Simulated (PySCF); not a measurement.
Can point charges reproduce the dipole moment of `CCN(C)CCC(F)(F)F`?

Coordinates (GFN2-xTB, Å) and charges (e) from the PBE0/pcSseg-1 density (PySCF):

```csv
atom,x,y,z,Mulliken,IAO,Hirshfeld,ESP-fitted
C1,2.001,1.453,-0.014,-0.2777,-0.4244,-0.1196,-0.4559
C2,1.661,0.076,0.544,-0.0872,-0.1446,-0.0232,+0.1830
N3,0.870,-0.728,-0.374,-0.5999,-0.2478,-0.0938,-0.3437
C4,0.728,-2.088,0.100,-0.0903,-0.3068,-0.0730,-0.4705
C5,-0.367,-0.139,-0.819,-0.0474,-0.1539,-0.0310,-0.0131
C6,-1.420,0.135,0.283,-0.3200,-0.3314,-0.1017,-0.3159
C7,-2.669,0.733,-0.318,+0.7830,+0.8107,+0.2621,+0.5314
F8,-2.433,1.899,-0.941,-0.2755,-0.2888,-0.0942,-0.1833
F9,-3.245,-0.072,-1.224,-0.2753,-0.2880,-0.0941,-0.1868
F10,-3.608,0.987,0.610,-0.2741,-0.2897,-0.1046,-0.2123
H11,1.138,2.113,-0.018,+0.1170,+0.1352,+0.0386,+0.1414
H12,2.771,1.911,0.601,+0.1216,+0.1477,+0.0463,+0.1156
H13,2.376,1.356,-1.028,+0.1235,+0.1490,+0.0423,+0.1321
H14,2.593,-0.474,0.703,+0.1176,+0.1389,+0.0415,+0.0753
H15,1.172,0.181,1.529,+0.0888,+0.0939,+0.0216,+0.0105
H16,0.258,-2.160,1.092,+0.0825,+0.1017,+0.0259,+0.1293
H17,1.717,-2.541,0.163,+0.1191,+0.1463,+0.0444,+0.1697
H18,0.134,-2.656,-0.613,+0.1157,+0.1442,+0.0457,+0.1992
H19,-0.807,-0.817,-1.556,+0.1349,+0.1448,+0.0368,+0.1093
H20,-0.138,0.800,-1.326,+0.1418,+0.1446,+0.0350,+0.0753
H21,-1.704,-0.791,0.785,+0.1507,+0.1599,+0.0479,+0.1549
H22,-1.039,0.843,1.020,+0.1513,+0.1583,+0.0474,+0.1546
```

Q: Form Σ q r in debye for every column and set it beside the full dipole.

A: The full density gives (2.04, -0.97, 1.25) D, 2.58 D in size; dipole vectors point from the negative to the positive end.

```json
{"scheme": "Mulliken", "μx": "2.49", "μy": "-0.91", "μz": "1.80", "size (D)": "3.21", "share of the full size (%)": "124", "angle to the full dipole (°)": "7"}
{"scheme": "IAO", "μx": "3.02", "μy": "-1.43", "μz": "1.45", "size (D)": "3.64", "share of the full size (%)": "141", "angle to the full dipole (°)": "6"}
{"scheme": "Hirshfeld", "μx": "1.37", "μy": "-0.60", "μz": "0.51", "size (D)": "1.58", "share of the full size (%)": "61", "angle to the full dipole (°)": "10"}
{"scheme": "ESP-fitted", "μx": "2.09", "μy": "-0.99", "μz": "1.28", "size (D)": "2.64", "share of the full size (%)": "102", "angle to the full dipole (°)": "0"}
```

Q: Which set comes closest?

A: Length of the difference vector: ESP-fitted 0.06 D, Mulliken 0.71 D, Hirshfeld 1.07 D, IAO 1.10 D. Closest: ESP-fitted. 

Q: What is left for the Hirshfeld atoms' own dipoles?

A: The Hirshfeld atoms' densities add up to the full density, so μ = Σ q r + Σ (atomic dipoles). The atomic dipoles sum to (2.04, -0.97, 1.25) − (1.37, -0.60, 0.51) = (0.67, -0.37, 0.74) D, 1.07 D in size.

Q: With the origin at the mean of the coordinates, (0.000, 0.001, -0.036) Å, which are the largest single terms, by size, of the IAO dipole along the direction of the full one?

A: C7 -9.80, F9 +4.30, F8 +4.26, F10 +4.04, C1 -2.13 D; all 22 atoms together +3.62 D. The single terms depend on the origin, their sum doesn't.

Q: Give the size of the full dipole in other units.

A: 2.58 D = 1.016 au = 0.538 e·Å = 8.61 × 10⁻³⁰ C·m.

Isolated species at its GFN2-xTB geometry (one conformer only).

The values belong to the conformer `[CH3:1][CH2:2][N:3]([CH3:4])[CH2:5][CH2:6][C:7]([F:8])([F:9])[F:10]`: C1–C2–N3–C4 172°, C2–N3–C5–C6 -63°, N3–C5–C6–C7 -179°, C5–C6–C7–F8 -60°.
